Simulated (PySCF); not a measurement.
All values below come from PBE-D3(BJ)/def2-TZVP // PBE0-D3(BJ)/def2-TZVP (PySCF). Gas-phase values, no solvent. One relaxed conformer stands for a flexible species; it need not be the lowest. 

Reference species (SMILES): `B(S)(S)S` (neutral, multiplicity 1).

```yaml
LUMO: -1.59 eV
HOMO: -6.36 eV
```

Changed species: `SB(S)I` (H–S–B–I torsion 180°, I–B–S–H torsion -180°) (2 of 3 I replaced by SH; the reference has 3 of 3 I replaced by SH).

Problem. Predict the effect on the LUMO and HOMO.

Solution. the LUMO falls by 0.53 eV, to -2.12 eV; the HOMO drops by 0.19 eV, to -6.55 eV.
